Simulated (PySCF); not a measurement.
BrHg (SMILES [Br][Hg]), doublet, at a GFN2-xTB geometry (such geometries of metal compounds can be far from the true shape) (the spin is typed, not shown lowest) (core potentials on Hg); HF/def2-SVP run with PySCF.

Input for PySCF:
```python
from pyscf import gto, scf

mol = gto.Mole()
mol.atom = '''
    Hg   -0.000000   -0.000000   -0.923870
    Br    0.000000    0.000000    2.111702
'''
mol.basis = 'def2-svp'
mol.ecp = {'Hg': 'def2-svp'}
mol.charge = 0
mol.spin = 1
mol.verbose = 5
mol.build()

mf = scf.UHF(mol)
mf.kernel()
```

It wrote (shortened):

```
PySCF version 2.14.0

[INPUT] verbose = 5
[INPUT] max_memory = 4000
[INPUT] num. atoms = 2
[INPUT] num. electrons = 55
[INPUT] charge = 0
[INPUT] spin (= nelec alpha-beta = 2S) = 1
[INPUT] symmetry False subgroup None
[INPUT] Mole.unit = angstrom
[INPUT] Symbol           X                Y                Z      unit          X                Y                Z       unit  Magmom
[...]
[INPUT] ---------------- BASIS SET ----------------
[INPUT] l, kappa, [nprim/nctr], expnt,             c_1 c_2 ...
[INPUT] Br
[...]
                                17009.626303      0.010950417496
                                3870.1842567      0.054421006604
                                1093.0357227      0.19047907695
                                356.39721797      0.39024642737
                                123.12539643      0.30814432514
[...]
                                28.46866107       0.64775962312
                                11.883443722      0.44235575986
[...]
                                3.6129226841      0.73823712008
                                1.6626648969      0.42683868694
[...]
                                368.47859205      0.06624363742
                                117.22978849      0.26495610385
                                42.648909248      0.53839160587
                                16.087225096      0.36579387888
[...]
                                3.5613665502      0.57500678213
                                1.5292626609      0.24330394172
[...]
                                30.281143688      0.1345548323
                                10.651394267      0.36474454537
                                3.8699456233      0.49044587056
[...]
[INPUT] Hg
[...]
                                10.320909         0.81771278143
[...]
                                7.169095          -0.44026342153
                                1.7559567931      0.58406314464
                                0.83145670425     0.49359746203
[...]
                                3.48              0.377484702032
                                1.2535869926      0.483422758782
                                0.50841366863     0.434935231584
[...]
nuclear repulsion = 122.027758736739
number of shells = 24
number of NR pGTOs = 131
number of NR cGTOs = 64
basis = def2-svp
ecp = {'Hg': 'def2-svp'}

******** <class 'pyscf.scf.uhf.UHF'> ********
method = UHF
initial guess = minao
damping factor = 0
level_shift factor = 0
[...]
  alpha mo_energy =
[-4.90023929e+02 -6.51908448e+01 -5.85677131e+01 -5.85603163e+01
 -5.85602511e+01 -9.88448840e+00 -7.51214131e+00 -7.48777870e+00
 -7.48726873e+00 -5.03387247e+00 -3.24594274e+00 -3.24035874e+00
 -3.24001116e+00 -3.22330691e+00 -3.22325358e+00 -3.02195862e+00
 -3.02190021e+00 -3.02164164e+00 -1.06118303e+00 -6.01628046e-01
 -5.96182417e-01 -5.95030613e-01 -5.94354146e-01 -5.94353461e-01
 -5.31933850e-01 -4.79108381e-01 -4.66100824e-01 -3.01116243e-01
  8.63529146e-02  8.94751928e-02  1.25446425e-01  2.70056721e-01
  4.98041173e-01  5.79892687e-01  6.00314484e-01  6.05260792e-01
  6.45073363e-01  6.51173532e-01  6.77900676e-01  6.81198069e-01
  7.12781233e-01  7.50364516e-01  8.05804313e-01  8.23916383e-01
  8.57039068e-01  1.05516430e+00  1.07704139e+00  1.07870463e+00
  1.15574094e+00  1.89951302e+00  1.89951400e+00  1.89962978e+00
  1.89963181e+00  1.90075327e+00  1.90132310e+00  1.92590650e+00
  2.37223263e+00  3.82317067e+00  3.82604058e+00  3.84066618e+00
  3.87400583e+00  3.93282310e+00  3.36390546e+01  1.21702438e+02]
  beta  mo_energy =
[-4.90019572e+02 -6.51886928e+01 -5.85590951e+01 -5.85590537e+01
 -5.85564361e+01 -9.87636006e+00 -7.48547112e+00 -7.48500338e+00
 -7.48368561e+00 -5.03376294e+00 -3.23540318e+00 -3.23229328e+00
 -3.23195692e+00 -3.22266990e+00 -3.22261993e+00 -3.02174108e+00
 -3.02171762e+00 -3.02161260e+00 -9.55542725e-01 -6.00463592e-01
 -5.94916701e-01 -5.94299410e-01 -5.94296665e-01 -5.94198591e-01
 -4.59859736e-01 -4.44187255e-01 -2.98609576e-01 -5.87762885e-02
  8.96477563e-02  9.15407517e-02  1.27982987e-01  2.71243857e-01
  5.16530749e-01  6.02854220e-01  6.14922506e-01  6.34053432e-01
  6.61222901e-01  6.61631158e-01  7.41466103e-01  7.44178055e-01
  7.57612595e-01  7.82095735e-01  8.16498515e-01  8.63752934e-01
  8.82360246e-01  1.05856209e+00  1.07795706e+00  1.07878354e+00
  1.16273657e+00  1.89953475e+00  1.89953552e+00  1.89974719e+00
  1.89974803e+00  1.90096905e+00  1.90132942e+00  1.92634607e+00
  2.37254561e+00  3.85090463e+00  3.85139733e+00  3.86582739e+00
  3.87764326e+00  3.93997121e+00  3.36390701e+01  1.21702439e+02]
multiplicity <S^2> = 0.75627447  2S+1 = 2.0062647
E1 = -4095.3218702110526  E2 = 1248.680183869795  Ecoul = 1351.3310040256758  Exc = -102.65082015588087
Extra cycle  E= -2724.61392760452  delta_E= -5.91e-12  |g|= 8.48e-07  |ddm|= 4.66e-06
converged SCF energy = -2724.61392760452  <S^2> = 0.75627447  2S+1 = 2.0062647
```
